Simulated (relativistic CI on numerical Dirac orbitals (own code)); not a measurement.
Line list: Forbidden lines, W21+

Calculated at this level of theory: Dirac-Coulomb-Breit CI, separate exchange-only KLI orbitals for each configuration, model QED, unscaled Slater integrals (own radial code, finite nucleus).

CI space (outside the closed core [Ar] 3d10 4d10): 4s²4p⁶4f⁷, 4s²4p⁶4f⁶5s, 4s²4p⁶4f⁵5s², 4s²4p⁶4f⁶5p, 4s²4p⁶4f⁵5s5p, 4s²4p⁵4f⁸, 4s²4p⁶4f⁶6s, 4s4p⁶4f⁸, 4s²4p⁶4f⁶7s, 4p⁶4f⁹. Levels of other configurations are missing.

| λ vac (nm) | Lower | Upper | Type | A (s⁻¹) | log gf |
| --- | --- | --- | --- | --- | --- |
| 100.87 | 4s²4p⁶4f⁷ ⁸S°7/2 [1] | 4s²4p⁶4f⁷ ⁶I°7/2 [16] | M1 | 6.29e+01 | -7.12 |
| 105.29 | 4s²4p⁶4f⁷ ⁸S°7/2 [1] | 4s²4p⁶4f⁷ ⁶D°5/2 [15] | M1 | 3.15e+02 | -6.50 |
| 109.41 | 4s²4p⁶4f⁷ ⁸S°7/2 [1] | 4s²4p⁶4f⁷ ⁶D°7/2 [12] | M1 | 3.50e+02 | -6.30 |
| 117.61 | 4s²4p⁶4f⁷ ⁸S°7/2 [1] | 4s²4p⁶4f⁷ ⁶D°9/2 [11] | M1 | 4.53e+01 | -7.03 |
| 137.24 | 4s²4p⁶4f⁷ ⁸S°7/2 [1] | 4s²4p⁶4f⁷ ⁶I°7/2 [5] | M1 | 5.61e+01 | -6.90 |
| 145.77 | 4s²4p⁶4f⁷ ⁸S°7/2 [1] | 4s²4p⁶4f⁷ ⁶P°5/2 [3] | M1 | 8.46e+02 | -5.79 |
| 158.13 | 4s²4p⁶4f⁷ ⁸S°7/2 [1] | 4s²4p⁶4f⁷ ⁶P°7/2 [2] | M1 | 9.01e+02 | -5.57 |
| 186.26 | 4s²4p⁶4f⁷ ⁶P°5/2 [3] | 4s²4p⁶4f⁷ ⁶G°5/2 [31] | M1 | 6.53e+01 | -6.69 |
| 195.91 | 4s²4p⁶4f⁷ ⁶P°7/2 [2] | 4s²4p⁶4f⁷ ⁶G°7/2 [23] | M1 | 5.22e+01 | -6.62 |
| 217.16 | 4s²4p⁶4f⁷ ⁶I°9/2 [6] | 4s²4p⁶4f⁷ ⁶F°7/2 [30] | M1 | 8.98e+01 | -6.29 |
| 238.53 | 4s²4p⁶4f⁷ ⁶I°9/2 [6] | 4s²4p⁶4f⁷ ⁴G°11/2 [26] | M1 | 5.78e+01 | -6.23 |
| 241.46 | 4s²4p⁶4f⁷ ⁶I°7/2 [5] | 4s²4p⁶4f⁷ ⁶G°7/2 [23] | M1 | 7.05e+01 | -6.31 |
| 243.04 | 4s²4p⁶4f⁷ ⁶P°5/2 [3] | 4s²4p⁶4f⁷ ⁶G°3/2 [20] | M1 | 1.28e+02 | -6.34 |
| 248.85 | 4s²4p⁶4f⁷ ⁶P°7/2 [2] | 4s²4p⁶4f⁷ ⁶G°5/2 [17] | M1 | 1.78e+02 | -6.00 |
| 252.73 | 4s²4p⁶4f⁷ ⁶I°11/2 [8] | 4s²4p⁶4f⁷ ⁴H°13/2 [27] | M1 | 4.71e+01 | -6.20 |
| 257.59 | 4s²4p⁶4f⁷ ⁶I°9/2 [6] | 4s²4p⁶4f⁷ ⁴G°9/2 [24] | M1 | 8.79e+01 | -6.06 |
| 261.73 | 4s²4p⁶4f⁷ ⁶I°9/2 [6] | 4s²4p⁶4f⁷ ⁶G°7/2 [23] | M1 | 1.24e+02 | -5.99 |
| 263.39 | 4s²4p⁶4f⁷ ⁶I°13/2 [10] | 4s²4p⁶4f⁷ ⁴G°11/2 [26] | M1 | 9.99e+01 | -5.90 |
| 276.97 | 4s²4p⁶4f⁷ ⁶I°11/2 [8] | 4s²4p⁶4f⁷ ⁴G°9/2 [24] | M1 | 2.02e+02 | -5.63 |
| 278.57 | 4s²4p⁶4f⁷ ⁶P°7/2 [2] | 4s²4p⁶4f⁷ ⁶I°7/2 [16] | M1 | 3.78e+02 | -5.45 |
| 287.15 | 4s²4p⁶4f⁷ ⁶P°5/2 [3] | 4s²4p⁶4f⁷ ⁶G°5/2 [17] | M1 | 2.54e+02 | -5.73 |
| 294.24 | 4s²4p⁶4f⁷ ⁶I°17/2 [7] | 4s²4p⁶4f⁷ ⁴N°17/2 [21] | M1 | 1.56e+02 | -5.44 |
| 295.91 | 4s²4p⁶4f⁷ ⁶I°15/2 [9] | 4s²4p⁶4f⁷ ⁶G°13/2 [22] | M1 | 9.40e+01 | -5.76 |
| 315.13 | 4s²4p⁶4f⁷ ⁶P°7/2 [2] | 4s²4p⁶4f⁷ ⁶D°5/2 [15] | M1 | 6.32e+01 | -6.25 |
| 334.76 | 4s²4p⁶4f⁷ ⁶D°9/2 [11] | 4s²4p⁶4f⁷ ⁴G°9/2 [24] | M1 | 1.31e+02 | -5.66 |
| 380.67 | 4s²4p⁶4f⁷ ⁶I°7/2 [5] | 4s²4p⁶4f⁷ ⁶I°7/2 [16] | M1 | 3.11e+02 | -5.27 |
| 381.09 | 4s²4p⁶4f⁷ ⁶P°5/2 [3] | 4s²4p⁶4f⁷ ⁶D°3/2 [14] | M1 | 1.38e+02 | -5.92 |
| 459.04 | 4s²4p⁶4f⁷ ⁶P°7/2 [2] | 4s²4p⁶4f⁷ ⁶D°9/2 [11] | M1 | 7.59e+01 | -5.62 |
| 467.09 | 4s²4p⁶4f⁷ ⁶D°9/2 [11] | 4s²4p⁶4f⁷ ⁶G°11/2 [18] | M1 | 6.94e+01 | -5.56 |
| 487.44 | 4s²4p⁶4f⁷ ⁶P°3/2 [4] | 4s²4p⁶4f⁷ ⁶D°1/2 [13] | M1 | 2.17e+02 | -5.81 |

Terms are leading LS components. Brackets give the number of a level in order of energy, since labels repeat. The list gives strong lines, with weight on those to low levels, among the lowest 400 of 8722 levels, so that lines to higher ones, which can be the strongest, are missing. Levels whose partners in the same complex of configurations lie outside the list can be far off, and so can their lines. Rates are taken at the computed energies, electric ones in the length gauge.

At this charge energies of transitions that change n are usually good to better than 1 %, and those within a shell (Δn = 0) to a few per cent. Terms inside the open d or f shell come out 10 to 20 % too wide with unscaled integrals.

LS names give the leading component of a level, which can be under half, so a name can repeat, a term be missing and a line seem to break the LS rules.
